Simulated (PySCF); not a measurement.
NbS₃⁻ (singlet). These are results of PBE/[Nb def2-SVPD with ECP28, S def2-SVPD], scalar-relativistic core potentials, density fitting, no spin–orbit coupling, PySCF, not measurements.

Harmonic bands of its minimum:

| ω (cm⁻¹) | IR (km/mol, summed over degenerate members) | degeneracy |
| --- | --- | --- |
| 111 | 13.1 | 1 |
| 153 | 1.3 | 2 |
| 464 | 2.3 | 1 |
| 488 | 276 | 2 |

Problem. The central atom is Nb. Infer the point group and assign the bands.

Solution. C3v. The modes span 2a1 + 2e: 111 a1, 153 e, 464 a1, 488 e. The computed geometry has Nb–S 2.226 Å (×3); S–Nb–S 112.5° (×3).

Stability towards spin polarisation was not tested. Other isomers or separated fragments may lie lower.
